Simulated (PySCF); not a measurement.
C2H6N, charge -1, singlet, at a GFN2-xTB geometry (in this run its highest filled SCF level lies above zero, so its values depend strongly on the basis, on diffuse functions most of all); PySCF with CASSCF(2,4)/STO-3G.

Here is a job for PySCF.
```python
from pyscf import gto, scf, mcscf
import numpy

mol = gto.M(
    atom='''
C     1.173794   -0.298885   -0.030648
C    -0.000619    0.690498   -0.119470
N    -1.281756   -0.073605    0.018756
H     2.131807    0.237138    0.010824
H     1.167587   -1.007128    0.848546
H     1.205745   -0.944680   -0.924685
H     0.048015    1.289231    0.846587
H    -1.253289   -0.753268    0.806942
H    -1.366625   -0.655738   -0.818802
''',
    basis='sto-3g',
    charge=-1,
    spin=0,
    verbose=4,
)

mf = scf.RHF(mol)
mf.kernel()
mc = mcscf.CASSCF(mf, 4, 2)
mc.fix_spin_(ss=0.0)
mc.conv_tol = 1e-5
mc.kernel()
occ = numpy.linalg.eigvalsh(mc.fcisolver.make_rdm1(mc.ci, mc.ncas, mc.nelecas))[::-1]
ss = mc.fcisolver.spin_square(mc.ci, mc.ncas, mc.nelecas)[0]
print('natural occupations', occ.round(4), ' <S^2>', round(ss, 4))
```

It wrote (shortened):

```
PySCF version 2.14.0

[INPUT] verbose = 4
[INPUT] num. atoms = 9
[INPUT] num. electrons = 26
[INPUT] charge = -1
[INPUT] spin (= nelec alpha-beta = 2S) = 0
[INPUT] symmetry False subgroup None
[INPUT] Mole.unit = angstrom
[INPUT] Symbol           X                Y                Z      unit          X                Y                Z       unit  Magmom
[INPUT]  1 C      1.173794000000  -0.298885000000  -0.030648000000 AA    2.218149186658  -0.564810792741  -0.057916326266 Bohr   0.0
[INPUT]  2 C     -0.000619000000   0.690498000000  -0.119470000000 AA   -0.001169740471   1.304852109560  -0.225765580102 Bohr   0.0
[INPUT]  3 N     -1.281756000000  -0.073605000000   0.018756000000 AA   -2.422167798518  -0.139093291399   0.035443703192 Bohr   0.0
[INPUT]  4 H      2.131807000000   0.237138000000   0.010824000000 AA    4.028531380431   0.448125873727   0.020454395572 Bohr   0.0
[INPUT]  5 H      1.167587000000  -1.007128000000   0.848546000000 AA    2.206419656603  -1.903196092381   1.603519544095 Bohr   0.0
[INPUT]  6 H      1.205745000000  -0.944680000000  -0.924685000000 AA    2.278527826064  -1.785186475354  -1.747401401493 Bohr   0.0
[INPUT]  7 H      0.048015000000   1.289231000000   0.846587000000 AA    0.090735199871   2.436293501299   1.599817570617 Bohr   0.0
[INPUT]  8 H     -1.253289000000  -0.753268000000   0.806942000000 AA   -2.368372964930  -1.423470218399   1.524899378409 Bohr   0.0
[INPUT]  9 H     -1.366625000000  -0.655738000000  -0.818802000000 AA   -2.582546964984  -1.239165229470  -1.547311530246 Bohr   0.0

nuclear repulsion = 74.8244020873167
number of shells = 15
number of NR pGTOs = 63
number of NR cGTOs = 21
basis = sto-3g
ecp = {}

******** <class 'pyscf.scf.hf.RHF'> ********
method = RHF
initial guess = minao
damping factor = 0
level_shift factor = 0
DIIS = <class 'pyscf.scf.diis.CDIIS'>
diis_start_cycle = 1
diis_space = 8
diis_damp = 0
SCF conv_tol = 1e-09
SCF conv_tol_grad = None
SCF max_cycles = 50
direct_scf = True
direct_scf_tol = 1e-13
Set gradient conv threshold to 3.16228e-05
Initial guess from minao.
init E= -131.979654355812
  HOMO = -0.0647424039391302  LUMO = 0.450329200842514  gap/eV = 14.01581
cycle= 1 E= -131.683895560307  delta_E= 0.296  |g|= 0.44  |ddm|= 3.54
  HOMO = 0.228644830599361  LUMO = 0.921107223570164  gap/eV = 18.84286
cycle= 2 E= -131.755375193087  delta_E= -0.0715  |g|= 0.0687  |ddm|= 0.737
  HOMO = 0.129032038172075  LUMO = 0.882695490589995  gap/eV = 20.50823
cycle= 3 E= -131.757828322335  delta_E= -0.00245  |g|= 0.0221  |ddm|= 0.163
  HOMO = 0.126346454475803  LUMO = 0.88628746297813  gap/eV = 20.67905
cycle= 4 E= -131.758187291063  delta_E= -0.000359  |g|= 0.00443  |ddm|= 0.0819
  HOMO = 0.127304267449833  LUMO = 0.886766174732705  gap/eV = 20.66601
cycle= 5 E= -131.758201120458  delta_E= -1.38e-05  |g|= 0.00106  |ddm|= 0.0164
  HOMO = 0.127174544942151  LUMO = 0.886719551413075  gap/eV = 20.66827
cycle= 6 E= -131.758201941532  delta_E= -8.21e-07  |g|= 0.000144  |ddm|= 0.00431
  HOMO = 0.1271535838305  LUMO = 0.886729516395249  gap/eV = 20.66911
cycle= 7 E= -131.758201958329  delta_E= -1.68e-08  |g|= 3.01e-05  |ddm|= 0.000523
  HOMO = 0.127166050763448  LUMO = 0.886723054253135  gap/eV = 20.66860
cycle= 8 E= -131.758201959051  delta_E= -7.22e-10  |g|= 6.96e-06  |ddm|= 9.79e-05
  HOMO = 0.127164646357226  LUMO = 0.886723747370158  gap/eV = 20.66866
Extra cycle  E= -131.758201959084  delta_E= -3.25e-11  |g|= 2.92e-06  |ddm|= 1.58e-05
converged SCF energy = -131.758201959084

******** <class 'pyscf.mcscf.mc1step.CASSCF'> ********
CAS (1e+1e, 4o), ncore = 12, nvir = 5
max_cycle_macro = 50
max_cycle_micro = 4
conv_tol = 1e-05
conv_tol_grad = None
orbital rotation max_stepsize = 0.02
orbital rotation threshold for CI restart = 0.01
augmented hessian ah_max_cycle = 30
augmented hessian ah_conv_tol = 1e-12
augmented hessian ah_linear dependence = 1e-14
augmented hessian ah_level shift = 1e-08
augmented hessian ah_start_tol = 2.5
augmented hessian ah_start_cycle = 3
augmented hessian ah_grad_trust_region = 3
kf_trust_region = 3
kf_interval = 4
ci_response_space = 4
ci_grad_trust_region = 3
with_dep4 0
natorb = False
canonicalization = True
sorting_mo_energy = False
ao2mo_level = 2
internal_rotation = False
******** <class 'pyscf.fci.addons.SpinPenaltyFCISolver'> ********
max. cycles = 50
conv_tol = 1e-08
davidson only = True
linear dependence = 1e-12
level shift = 0.001
max iter space = 12
nroots = 1
pspace_size = 400
spin = None
CASCI E = -131.758874198294  S^2 = 0.0000000
Set conv_tol_grad to 0.00316228
macro iter   1 ( 21 JK    4 micro), CASSCF E = -131.760355415016  dE = -1.48121672e-03  S^2 = 0.0000000
               |grad[o]|=0.00204  |grad[c]|=0.0221  |ddm|=0.00678  |maxRot[o]|=0.257
macro iter   2 ( 21 JK    4 micro), CASSCF E = -131.765735842239  dE = -5.38042722e-03  S^2 = 0.0000000
               |grad[o]|=0.00616  |grad[c]|=0.0202  |ddm|=0.0121  |maxRot[o]|=0.268
macro iter   3 ( 21 JK    4 micro), CASSCF E = -131.770372847620  dE = -4.63700538e-03  S^2 = 0.0000000
               |grad[o]|=0.0117  |grad[c]|=0.0146  |ddm|=0.00406  |maxRot[o]|=0.159
macro iter   4 ( 21 JK    4 micro), CASSCF E = -131.771446234638  dE = -1.07338702e-03  S^2 = 0.0000000
               |grad[o]|=0.0111  |grad[c]|=0.00841  |ddm|=0.00561  |maxRot[o]|=0.0671
macro iter   5 ( 21 JK    4 micro), CASSCF E = -131.771643947205  dE = -1.97712567e-04  S^2 = 0.0000000
               |grad[o]|=0.00979  |grad[c]|=0.00814  |ddm|=0.00363  |maxRot[o]|=0.0541
macro iter   6 ( 21 JK    4 micro), CASSCF E = -131.772111649179  dE = -4.67701974e-04  S^2 = 0.0000000
               |grad[o]|=0.00948  |grad[c]|=0.00712  |ddm|=0.00492  |maxRot[o]|=0.0634
macro iter   7 ( 21 JK    4 micro), CASSCF E = -131.772393285664  dE = -2.81636485e-04  S^2 = 0.0000000
               |grad[o]|=0.00901  |grad[c]|=0.00675  |ddm|=0.00393  |maxRot[o]|=0.0778
macro iter   8 ( 21 JK    4 micro), CASSCF E = -131.772653975323  dE = -2.60689659e-04  S^2 = 0.0000000
               |grad[o]|=0.00869  |grad[c]|=0.0064  |ddm|=0.00362  |maxRot[o]|=  0.1
macro iter   9 ( 21 JK    4 micro), CASSCF E = -131.772842298885  dE = -1.88323562e-04  S^2 = 0.0000000
               |grad[o]|=0.00836  |grad[c]|=0.0062  |ddm|=0.00289  |maxRot[o]|=0.109
macro iter  10 ( 21 JK    4 micro), CASSCF E = -131.772904441863  dE = -6.21429785e-05  S^2 = 0.0000000
               |grad[o]|=0.00811  |grad[c]|=0.00621  |ddm|=0.00238  |maxRot[o]|=0.105
macro iter  11 ( 21 JK    4 micro), CASSCF E = -131.772921435520  dE = -1.69936568e-05  S^2 = 0.0000000
               |grad[o]|=0.00803  |grad[c]|=0.00626  |ddm|=0.0023  |maxRot[o]|=0.0715
macro iter  12 ( 21 JK    4 micro), CASSCF E = -131.772926066143  dE = -4.63062273e-06  S^2 = 0.0000000
               |grad[o]|=0.008  |grad[c]|=0.00629  |ddm|=0.00233  |maxRot[o]|=0.0437
macro iter  13 ( 21 JK    4 micro), CASSCF E = -131.774061128054  dE = -1.13506191e-03  S^2 = 0.0000000
               |grad[o]|=0.008  |grad[c]|=0.00198  |ddm|=0.00205  |maxRot[o]|=0.0601
macro iter  14 ( 11 JK    2 micro), CASSCF E = -131.774850954094  dE = -7.89826040e-04  S^2 = 0.0000000
               |grad[o]|=0.0059  |grad[c]|=0.0024  |ddm|=0.00128  |maxRot[o]|=0.0644
macro iter  15 ( 10 JK    2 micro), CASSCF E = -131.774946208860  dE = -9.52547663e-05  S^2 = 0.0000000
               |grad[o]|=0.00358  |grad[c]|=0.00104  |ddm|=0.000371  |maxRot[o]|=0.0643
macro iter  16 ( 18 JK    4 micro), CASSCF E = -131.775013302940  dE = -6.70940802e-05  S^2 = 0.0000000
               |grad[o]|=0.00318  |grad[c]|=0.00311  |ddm|=0.000626  |maxRot[o]|=0.0296
macro iter  17 (  9 JK    2 micro), CASSCF E = -131.775012877870  dE =  4.25069970e-07  S^2 = 0.0000000
               |grad[o]|=0.00286  |grad[c]|=0.00127  |ddm|=9.21e-05  |maxRot[o]|=0.00941
1-step CASSCF converged in  17 macro (321 JK  62 micro) steps
CASSCF canonicalization
Density matrix diagonal elements [1.97873159e+00 6.11544839e-04 4.98304568e-03 1.56738223e-02]
CASSCF energy = -131.775012877870
CASCI E = -131.775012877870  E(CI) = -1.18557850440544  S^2 = 0.0000000
natural occupations [1.9787e+00 2.0900e-02 2.0000e-04 2.0000e-04]  <S^2> 0.0
```
